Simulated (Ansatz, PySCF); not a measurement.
Proton-shift isomers of CC=N. Gas-phase values, no solvent. One relaxed conformer stands for each flexible species; it need not be the lowest. Strings in code marks are SMILES.

Quantity: vertical ionisation energy (energy after one electron is removed minus that of the parent at the parent's geometry), in eV.

Level 1: frozen-core CCSD(T)/cc-pVTZ // B3LYP-D3(BJ)/def2-TZVP (Ansatz, a program for electronic structure)
Level 2: PBE-D3(BJ)/def2-TZVP // B3LYP-D3(BJ)/def2-TZVP (PySCF)
Level 3: ωB97X-D3(BJ)/def2-TZVP // B3LYP-D3(BJ)/def2-TZVP (PySCF)
Level 4: minus the HOMO energy of SVWN5/6-31G* // B3LYP-D3(BJ)/def2-TZVP (PySCF)

```json
[
 {"species": "`[H]/N=C\\C`", "level 2": "9.91", "level 3": "10.21", "level 4": "5.65"},
 {"species": "`C=CN`", "level 2": "8.33", "level 3": "8.46", "level 4": "4.49"}
]
```

Problem. What does level 1 give for each?

Solution. 
- `[H]/N=C\C`: 10.12
- `C=CN`: 8.43
